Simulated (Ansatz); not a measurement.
Total energies of SiH(vinyl)3 (C6H10Si) from Ansatz at PBE-D4/def2-TZVP, gas phase (1 Eh = 27.2114 eV = 2625.5 kJ/mol). The reference geometry is relaxed at B3LYP-D4/def2-SVP.

```csv
state,geometry,energy (Eh)
charge 0 singlet,reference,-523.71425
charge 1 doublet,reference,-523.38587
free Si atom (triplet),–,-289.22285
free H atom (doublet),–,-0.49962
free C atom (triplet),–,-37.79597
```

(1) Work out the vertical ionisation energy to the doublet.

(2) What is the binding energy per atom against free atoms?

(1) E(charge 1 doublet) − E(charge 0 singlet) = -523.38587 − (-523.71425) = 0.32838 Eh = 8.94 eV. For comparison, −ε of the highest occupied level is 6.52 eV at this level, 2.42 eV less.

(2) Atoms: 1 × (-289.22285) + 10 × (-0.49962) + 6 × (-37.79597) = -520.99487 Eh. Binding: -520.99487 − (-523.71425) = 2.71938 Eh = 74.00 eV, or 4.35 eV for each of 17 atoms (no zero-point energy, no counterpoise term).

At PBE-D4/def2-TZVP the gap within one spin of the charge 1 doublet nearly closes, so an electron or hole may be smeared out by delocalisation error.
